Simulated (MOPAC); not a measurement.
A run for MOPAC: PM3 on CH5NOSe (SMILES CO[Se]N), a point of a torsion scan.

```
PM3 1SCF PRECISE CHARGE=0 THREADS=1
CH5NOSe

C     -1.60293499 1     0.08982008 1     0.30312922 1
O     -0.75340930 1     0.21201486 1    -0.81263715 1
Se    -0.73838000 1     1.76230683 1    -1.79970241 1
N      0.65942795 1     2.67603068 1    -1.10085763 1
H     -2.20190959 1     0.98740383 1     0.47586887 1
H     -0.99464960 1    -0.10389937 1     1.19108140 1
H     -2.27731259 1    -0.75464756 1     0.14010319 1
H      0.52904646 1     2.98106115 1    -0.14269606 1
H      1.54691925 1     2.19677336 1    -1.19875820 1
```

Program output:

```
*******************************************************************************
 **                                                                           **
 **                              MOPAC v23.2.5                                **
 **                                                                           **
 *******************************************************************************
 ** MOPAC's Digital Object Identifier: https://doi.org/10.5281/zenodo.6511958 **
 **                                                                           **
 ** Please cite the open-source release paper for use of this MOPAC version:  **
 ** J. E. Moussa and J. J. P. Stewart (2026)                                  **
 ** MOPAC: An open-source semiempirical molecular orbital program             **
 ** J. Open Source Softw., 11(119), 8025, https://doi.org/10.21105/joss.08025 **
 *******************************************************************************

                              PM3 CALCULATION RESULTS

 *******************************************************************************
 *  PM3        - The PM3 Hamiltonian to be used
 *
 *
 *
 *                 CHARGE ON SYSTEM = 0
 *
 *
 *
 *  PRECISE    - TIGHTER CRITERIA TO BE USED
 *  1SCF       - DO 1 SCF AND THEN STOP
 *  THREADS=1  - MULTI-THREADING NOT USED
 *  T=         - A TIME OF 172800.0 SECONDS REQUESTED
 *  DUMP=N     - RESTART FILE WRITTEN EVERY 7200.0 SECONDS REQUESTED
 *******************************************************************************
PM3 1SCF PRECISE CHARGE=0 THREADS=1
 CH5NOSe

   ATOM   CHEMICAL          X               Y               Z
  NUMBER   SYMBOL      (ANGSTROMS)     (ANGSTROMS)     (ANGSTROMS)

     1       C         -1.60293499  *   0.08982008  *   0.30312922  *
     2       O         -0.75340930  *   0.21201486  *  -0.81263715  *
     3      Se         -0.73838000  *   1.76230683  *  -1.79970241  *
     4       N          0.65942795  *   2.67603068  *  -1.10085763  *
     5       H         -2.20190959  *   0.98740383  *   0.47586887  *
     6       H         -0.99464960  *  -0.10389937  *   1.19108140  *
     7       H         -2.27731259  *  -0.75464756  *   0.14010319  *
     8       H          0.52904646  *   2.98106115  *  -0.14269606  *
     9       H          1.54691925  *   2.19677336  *  -1.19875820  *



          CARTESIAN COORDINATES

    NO.       ATOM           X           Y           Z

     1         C         -1.6029      0.0898      0.3031
     2         O         -0.7534      0.2120     -0.8126
     3        Se         -0.7384      1.7623     -1.7997
     4         N          0.6594      2.6760     -1.1009
     5         H         -2.2019      0.9874      0.4759
     6         H         -0.9946     -0.1039      1.1911
     7         H         -2.2773     -0.7546      0.1401
     8         H          0.5290      2.9811     -0.1427
     9         H          1.5469      2.1968     -1.1988

  H: (PM3): J. J. P. STEWART, J. COMP. CHEM. 10, 209 (1989).
  C: (PM3): J. J. P. STEWART, J. COMP. CHEM. 10, 209 (1989).
  N: (PM3): J. J. P. STEWART, J. COMP. CHEM. 10, 209 (1989).
  O: (PM3): J. J. P. STEWART, J. COMP. CHEM. 10, 209 (1989).
 Se: (PM3): J. J. P. STEWART, J. COMP. CHEM. 12, 320-341 (1991).

           Empirical Formula: C H5 N O Se  =     9 atoms



      MOLECULAR POINT GROUP   :   C1


      RHF CALCULATION, NO. OF DOUBLY OCCUPIED LEVELS = 13


 -------------------------------------------------------------------------------
 PM3 1SCF PRECISE CHARGE=0 THREADS=1
 CH5NOSe



     1SCF WAS SPECIFIED, SO BFGS WAS NOT USED
     SCF FIELD WAS ACHIEVED


                              PM3 CALCULATION
                                                       MOPAC v23.2.5 Linux




          FINAL HEAT OF FORMATION =        -67.39683 KCAL/MOL =    -281.98832 KJ/MOL


          COSMO AREA              =        113.11 SQUARE ANGSTROMS
          COSMO VOLUME            =         98.63 CUBIC ANGSTROMS

          IONIZATION POTENTIAL    =          9.369828 EV
          HOMO LUMO ENERGIES (EV) =         -9.370 -0.809
          NO. OF FILLED LEVELS    =         13
          MOLECULAR WEIGHT        =        126.0166         POINT GROUP:  C1

          MOLECULAR DIMENSIONS (Angstroms)

            Atom       Atom       Distance
            H     9    H     7     5.01280
            H     6   Se     3     2.84819
            H     8    O     2     1.88265


          SCF CALCULATIONS        =          1





   ATOM   CHEMICAL          X               Y               Z
  NUMBER   SYMBOL      (ANGSTROMS)     (ANGSTROMS)     (ANGSTROMS)

     1       C         -1.60293499  *   0.08982008  *   0.30312922  *
     2       O         -0.75340930  *   0.21201486  *  -0.81263715  *
     3      Se         -0.73838000  *   1.76230683  *  -1.79970241  *
     4       N          0.65942795  *   2.67603068  *  -1.10085763  *
     5       H         -2.20190959  *   0.98740383  *   0.47586887  *
     6       H         -0.99464960  *  -0.10389937  *   1.19108140  *
     7       H         -2.27731259  *  -0.75464756  *   0.14010319  *
     8       H          0.52904646  *   2.98106115  *  -0.14269606  *
     9       H          1.54691925  *   2.19677336  *  -1.19875820  *

                             CARTESIAN COORDINATES

   1    C       -1.602934990     0.089820080     0.303129220
   2    O       -0.753409300     0.212014860    -0.812637150
   3   Se       -0.738380000     1.762306830    -1.799702410
   4    N        0.659427950     2.676030680    -1.100857630
   5    H       -2.201909590     0.987403830     0.475868870
   6    H       -0.994649600    -0.103899370     1.191081400
   7    H       -2.277312590    -0.754647560     0.140103190
   8    H        0.529046460     2.981061150    -0.142696060
   9    H        1.546919250     2.196773360    -1.198758200


           Empirical Formula: C H5 N O Se  =     9 atoms



      MOLECULAR POINT GROUP   :   C1


                  EIGENVALUES
 -36.85535 -29.00407 -26.63777 -18.89521 -16.84907 -16.62291 -15.88330 -15.63274
 -13.19933 -12.03639 -10.90170 -10.48033  -9.36983  -0.80890  -0.50130   3.31467
   3.55448   4.19006   4.24958   4.32540   4.82599


              NET ATOMIC CHARGES AND DIPOLE CONTRIBUTIONS

  ATOM NO.   TYPE          CHARGE      No. of ELECS.   s-Pop       p-Pop
    1          C           0.071525        3.9285     1.13028     2.79819
    2          O          -0.378784        6.3788     1.85434     4.52444
    3         Se           0.193274        5.8067     1.90837     3.89835
    4          N          -0.104586        5.1046     1.43633     3.66826
    5          H           0.029608        0.9704     0.97039
    6          H           0.024611        0.9754     0.97539
    7          H           0.035043        0.9650     0.96496
    8          H           0.060377        0.9396     0.93962
    9          H           0.068933        0.9311     0.93107
 DIPOLE           X         Y         Z       TOTAL
 POINT-CHG.    -0.345     1.530     0.259     1.589
 HYBRID         0.609    -0.833     1.778     2.056
 SUM            0.264     0.697     2.037     2.169


          ATOMIC ORBITAL ELECTRON POPULATIONS

     Atom    s        px        py        pz
    1  C   1.13028   0.92918   0.99121   0.87780
    2  O   1.85434   1.64832   1.42905   1.44708
    3 Se   1.90837   1.40737   1.06708   1.42391
    4  N   1.43633   1.01686   1.39407   1.25733
    5  H   0.97039
    6  H   0.97539
    7  H   0.96496
    8  H   0.93962
    9  H   0.93107

 **********************
 *                    *
 * JOB ENDED NORMALLY *
 *                    *
 **********************




 == MOPAC DONE ==
```

The run finished.

Cost: about 0.04 core-seconds (a rough figure).
